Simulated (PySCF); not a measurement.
Compound: CH12OSi4.
Cartesian coordinates in Å at the GFN2-xTB level; atoms count from 1:
```
atom  x, y, z in Å
Si1    2.4995   -0.7660   -0.1040
C2     1.3161    0.7135    0.0165
Si3   -0.2879    0.5975   -1.0074
Si4   -1.7321    2.3535   -0.6263
O5    -1.1080   -0.7448   -0.5775
Si6   -1.4103   -2.2060    0.0406
H7     3.6986   -0.4804    0.6956
H8     1.8672   -1.9819    0.4118
H9     2.9054   -0.9663   -1.4979
H10    1.8489    1.6155   -0.2869
H11    1.0547    0.8613    1.0662
H12    0.0848    0.3433   -2.4105
H13   -1.0607    3.6427   -0.8427
H14   -2.9061    2.3664   -1.5066
H15   -2.2654    2.4120    0.7421
H16   -1.0464   -2.1736    1.4574
H17   -2.8468   -2.3862   -0.1555
H18   -0.6202   -3.1942   -0.6914
```

Method used: TDDFT wB97X-D/def2-SVPD, vertical, gas phase, core orbitals frozen in the response in PySCF 2.14.0, density-fitted response routines.

Transition dipole moments from the ground state, in atomic units and in the frame of the coordinates above (overall signs are arbitrary), for the states with f of 0.002 or more among the lowest 7:

```tsv
state	E (eV)	μx	μy	μz
S1	6.525	-0.440	0.075	0.196
S2	7.027	-0.592	0.086	-0.360
S3	7.122	-0.023	-0.074	-0.091
S4	7.544	-0.185	0.281	0.029
S5	7.792	0.428	0.018	-0.066
S6	7.909	0.543	-0.379	0.006
S7	7.985	-0.544	0.319	0.136
```

**Question.** Work out the oscillator strengths.

**Answer.** f = (2/3) ΔE |μ|² with ΔE in hartree (27.2114 eV).

| state | \|μ\|² (au) | \|μ\| (D) | f |
| --- | --- | --- | --- |
| S1 | 0.237 | 1.24 | 0.038 |
| S2 | 0.488 | 1.77 | 0.084 |
| S3 | 0.014 | 0.31 | 0.003 |
| S4 | 0.114 | 0.86 | 0.021 |
| S5 | 0.188 | 1.10 | 0.036 |
| S6 | 0.438 | 1.68 | 0.085 |
| S7 | 0.417 | 1.64 | 0.082 |

**Question.** What angle do the transition dipoles of S1 and S6 make?

**Answer.** |cos θ| = |μa·μb| / (|μa| |μb|) = 0.82, so θ ≈ 34° (taken between 0 and 90°, since the signs are arbitrary).

One conformer stands for the species.
